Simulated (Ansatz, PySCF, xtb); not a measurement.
Torsion H3–O1–Se2–H4 in H2OSe (SMILES O[SeH]); at each angle all else is relaxed with GFN2-xTB, and the levels are single points there.
Geometry at 90° (charge 0, multiplicity 1):
```xyz
4

O     -0.941     0.318     0.288
Se     0.761     0.665    -0.190
H     -1.311    -0.366    -0.279
H      0.446     1.717    -1.157
```

On the grid 0° to 330°, 0° is the highest and 90° the lowest point at CCSD(T)/CBS(cc-pVTZ, cc-pVQZ).

Rows in 6-31G* carry no dispersion term and start afresh at each structure (6-31G* with six Cartesian d functions); the Pople sets are all-electron and without relativity.

The values were computed with Ansatz (Gaussian orbitals); PySCF for 6-31G* rows; xtb for the GFN methods. Each number belongs to the level named beside it.

### Question
One of these levels gives 223.1 meV for the energy at 0° less that at 90°. Which?
(A) HF/cc-pVQZ
(B) HF/6-31G*
(C) GFN1-xTB

### Answer
A, HF/cc-pVQZ. The others give 130.7 (GFN1-xTB), 259.6 (HF/6-31G*)

Ansatz is a quantum-chemistry and plane-wave program.
